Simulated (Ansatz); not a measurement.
Reaction (ligand exchange at the Al–Cl bond): `[NH2][Al]([F])[Cl]` + NH₃ → `[NH2][Al]([NH2])[F]` + HCl

Isolated molecules relaxed with PBE0-D4/def2-TZVP in Ansatz; ΔE leaves out vibrations. CCSD(T)/CBS is the MP2 limit (def2-TZVPP, def2-QZVPP) plus CCSD(T) − MP2 in def2-TZVPP, frozen cores. This one scheme is used for every species. Functionals use def2-TZVPP. B3LYP here is the variant with VWN-RPA as its local correlation; programs differ in this. HSE06 is defined as in plane-wave codes. One conformer a species, not always the lowest.

| level | ΔE (kJ/mol) | difference from CCSD(T)/CBS |
| --- | --- | --- |
| LDA (SPW92) | 69.5 | -6.4 |
| PBE-D4 | 76.7 | 0.8 |
| revPBE-D4 | 76.8 | 0.9 |
| r2SCAN-D4 | 79.0 | 3.1 |
| B97M-V | 81.7 | 5.8 |
| PBE0-D4 | 78.5 | 2.6 |
| B3LYP-D4 | 74.6 | -1.3 |
| r2SCANh-D4 | 79.2 | 3.3 |
| r2SCAN0-D4 | 79.6 | 3.7 |
| HSE06-D4 | 78.8 | 2.9 |
| BHLYP-D4 | 77.6 | 1.7 |
| CAM-B3LYP-D4 | 72.2 | -3.7 |
| ωB97X-V | 76.6 | 0.7 |
| B2PLYP | 75.5 | -0.4 |
| PBE-QIDH | 79.0 | 3.1 |
| PBE | 76.8 | 0.9 |
| revPBE | 79.0 | 3.1 |
| BLYP | 73.5 | -2.4 |
| r2SCAN | 79.1 | 3.2 |
| PBE0 | 78.6 | 2.7 |
| B3LYP | 74.7 | -1.2 |
| r2SCANh | 79.3 | 3.4 |
| r2SCAN0 | 79.7 | 3.8 |
| HSE06 | 78.8 | 2.9 |
| BHLYP | 76.8 | 0.9 |
| CAM-B3LYP | 72.2 | -3.7 |
| LC-ωPBE | 74.5 | -1.4 |
| RPA@PBE/def2-TZVPP | 70.8 | -5.1 |
| HF/def2-SVP | 84.6 | 8.7 |
| MP2/def2-SVP | 79.2 | 3.3 |
| CCSD/def2-SVP | 77.8 | 1.9 |
| HF/def2-TZVPP | 82.1 | 6.2 |
| MP2/def2-TZVPP | 76.3 | 0.4 |
| SCS-MP2/def2-TZVPP | 74.7 | -1.2 |
| CCSD/def2-TZVPP | 73.9 | -2.0 |
| CCSD(T)/def2-TZVPP | 74.1 | -1.8 |
| HF/def2-QZVPP | 81.1 | 5.2 |
| SCS-MP2/def2-QZVPP | 75.7 | -0.2 |
| HF/CBS(def2) | 81.0 | 5.1 |
| CCSD/CBS(def2) | 75.8 | -0.1 |
| CCSD(T)/CBS | 75.9 | 0 |

Largest T1 diagnostic among the species: 0.010.

Leaving LDA and LC-ωPBE aside and taking each functional with its dispersion term where it has one, the values spread over 9.5 kJ/mol, from CAM-B3LYP-D4 to B97M-V. LDA lies −7.3 kJ/mol from PBE without D4. In def2-TZVPP, CCSD(T) changes the Hartree–Fock value by −8.0 kJ/mol (the triples alone add +0.2 kJ/mol) and MP2 by −5.8 kJ/mol. From BLYP to BHLYP (50 % exact exchange), in def2-TZVPP and without D4, ΔE moves by +3.3 kJ/mol.
